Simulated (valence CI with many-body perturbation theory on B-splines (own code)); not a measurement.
Results of a calculation; reference values are marked as such.
**Energy levels of Ag XLI**

Method: relativistic CI+MBPT: five valence electrons over a frozen Dirac-Fock core [He], radial functions for each j: 11 s, 11 p, 10 d, 8 f, 5 g, 2 h, with the one-electron correlation potential Σ1 (screened to all orders), the two-electron term Σ2, the three-electron term Σ3, Breit, model QED; selected single and double excitations, second order for the rest, scaled by the run's own slope (own B-spline code, finite nucleus).

No measured spectrum was set against this ion. As an estimate, large intervals hold to a few tenths of a per cent, small ones and those within an open d or f shell to about a per cent. Among the levels kept, up to 7100 cm⁻¹ of a level comes from second order outside the variational space, and about a tenth of that is noise between levels of different J, which matters for small intervals.

Levels 181 to 206 of 206, with energies above the lowest level, (2s^2 2p1/2^2 2p3/2) J=3/2. "Leading %" is the weight of the configuration and term that name the level; weights of strongly mixed levels are sums over their largest components and can fall short. In the jj column 3d3/2^4 stands for four electrons in 3d with j = 3/2.

```
No.  Configuration  Term    J  E (× 10³ cm⁻¹)  Leading %    Second component      g                     Leading jj
181      2s 2p3 3d   2F°  7/2           33534         53  16 % 2s 2p3 3d 2G°  1.174  2s 2p1/2 2p3/2^2 3d5/2 (95 %)
182      2s 2p3 3d   2P°  1/2           33546         44  21 % 2s 2p3 3d 4D°  0.822  2s 2p1/2 2p3/2^2 3d3/2 (91 %)
183      2s 2p3 3d   2P°  3/2           33558         42  22 % 2s 2p3 3d 2D°  1.102  2s 2p1/2 2p3/2^2 3d5/2 (64 %)
184      2s 2p3 3d   2F°  7/2           33559         41  25 % 2s 2p3 3d 4F°  1.205  2s 2p1/2 2p3/2^2 3d5/2 (91 %)
185      2s 2p3 3d   2D°  5/2           33590         42  27 % 2s 2p3 3d 2F°  1.115  2s 2p1/2 2p3/2^2 3d5/2 (93 %)
186      2s 2p3 3d   2S°  1/2           33591         48  11 % 2s 2p3 3d 2P°  1.475  2s 2p1/2 2p3/2^2 3d5/2 (76 %)
187      2s 2p3 3d   2D°  3/2           33607         43  32 % 2s 2p3 3d 2P°  1.095  2s 2p1/2 2p3/2^2 3d5/2 (90 %)
188      2s 2p3 3d   2D°  3/2           33629         32  11 % 2s 2p3 3d 2P°  1.224  2s 2p1/2 2p3/2^2 3d5/2 (59 %)
189      2s 2p3 3d   2D°  5/2           33689         41  21 % 2s 2p3 3d 2F°  1.064  2s 2p1/2 2p3/2^2 3d5/2 (84 %)
190      2s 2p3 3s   2P°  1/2           33696         46  26 % 2s 2p3 3s 2S°  1.021           2s 2p3/2^3 3s (87 %)
191      2s 2p3 3s   2P°  3/2           33726         32  17 % 2s 2p3 3s 4S°  1.373           2s 2p3/2^3 3s (68 %)
192         2p4 3s    2S  1/2           33760         54      29 % 2p4 3s 4P  2.019      2p1/2^2 2p3/2^2 3s (94 %)
193      2s 2p3 3p    4P  3/2           33804         33   15 % 2s 2p3 3p 4S  1.553        2s 2p3/2^3 3p1/2 (93 %)
194      2s 2p3 3p    2D  5/2           33830         40   16 % 2s 2p3 3p 2F  1.226        2s 2p3/2^3 3p1/2 (94 %)
195         2p4 3p   4P°  3/2           33864         34     17 % 2p4 3p 4S°  1.493   2p1/2^2 2p3/2^2 3p1/2 (95 %)
196         2p4 3p   2D°  5/2           33884         32     28 % 2p4 3p 4D°  1.223   2p1/2^2 2p3/2^2 3p1/2 (94 %)
197      2s 2p3 3p    4D  7/2           34133         52   24 % 2s 2p3 3p 2F  1.350        2s 2p3/2^3 3p3/2 (95 %)
198         2p4 3p   2P°  1/2           34154         70     16 % 2p4 3p 4D°  0.748   2p1/2^2 2p3/2^2 3p1/2 (83 %)
199      2s 2p3 3p    2P  3/2           34160         37   13 % 2s 2p3 3p 4S  1.334        2s 2p3/2^3 3p3/2 (89 %)
200      2s 2p3 3p    2P  1/2           34180         39   23 % 2s 2p3 3p 4P  1.561        2s 2p3/2^3 3p1/2 (86 %)
201      2s 2p3 3p    2D  5/2           34190         38   29 % 2s 2p3 3p 4P  1.354        2s 2p3/2^3 3p3/2 (94 %)
202      2s 2p3 3p    2D  3/2           34208         44   14 % 2s 2p3 3p 2P  1.052        2s 2p3/2^3 3p1/2 (91 %)
203         2p4 3p   2D°  5/2           34276         48     41 % 2p4 3p 4P°  1.333   2p1/2^2 2p3/2^2 3p3/2 (97 %)
204         2p4 3p   4D°  7/2           34279         70     27 % 2p4 3p 2F°  1.339   2p1/2^2 2p3/2^2 3p3/2 (97 %)
205      2s 2p3 3p    2P  1/2           34282         50   17 % 2s 2p3 3p 2S  1.140        2s 2p3/2^3 3p3/2 (85 %)
206         2p4 3p   2P°  1/2           34303         42     40 % 2p4 3p 2S°  1.231   2p1/2^2 2p3/2^2 3p3/2 (85 %)
```
